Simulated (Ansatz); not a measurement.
Reaction (ligand exchange at a B–O bond): `BO[CH2][GeH3]` + `C=CN[SiH3]` → `BN([SiH3])C=C` + `O[CH2][GeH3]`

Computed with Ansatz on PBE0-D4/def2-TZVP structures; ΔE is electronic, products minus reactants. CCSD(T)/CBS adds triple-zeta CCSD(T) − MP2 to the extrapolated MP2 energy (def2 sets, frozen cores). This one scheme is used for every species. Functionals use def2-TZVPP. B3LYP here is the variant with VWN-RPA as its local correlation; programs differ in this. For Ge outer-core shells are correlated without core-valence functions, which leaves a few kJ/mol of doubt a bond. Scalar relativity is left out up to krypton. Each species was taken in one conformer, which may not be the lowest.

Is it downhill or uphill in electronic energy at CCSD(T)/CBS, and by how much? (Best estimate.)

Ansatz gave: Uphill: ΔE = +3.1 kcal/mol.

What do these levels give: PBE-D4, PBE0-D4, B3LYP-D4, ωB97X-V, r2SCAN, PBE0, B3LYP, HF/def2-TZVPP, HF/def2-QZVPP, MP2/def2-QZVPP, HF/CBS(def2), CCSD/CBS(def2)? (Estimate.)

The calculation gave: PBE-D4 4.3, PBE0-D4 3.9, B3LYP-D4 5.1, ωB97X-V 4.6, r2SCAN 5.2, PBE0 4.6, B3LYP 6.5, HF/def2-TZVPP 6.9, HF/def2-QZVPP 6.9, MP2/def2-QZVPP 3.0, HF/CBS(def2) 6.9, CCSD/CBS(def2) 3.6 kcal/mol.

Largest T1 diagnostic among the species: 0.013.

In def2-TZVPP, CCSD(T) changes the Hartree–Fock value by −3.5 kcal/mol (the triples alone add −0.4 kcal/mol) and MP2 by −3.7 kcal/mol. The D4 term adds −1.4 kcal/mol with B3LYP and −0.7 kcal/mol with PBE0; it sums over pairs of atoms, weighted by their polarisabilities, and B3LYP, whose exchange is more repulsive, gets the larger term.
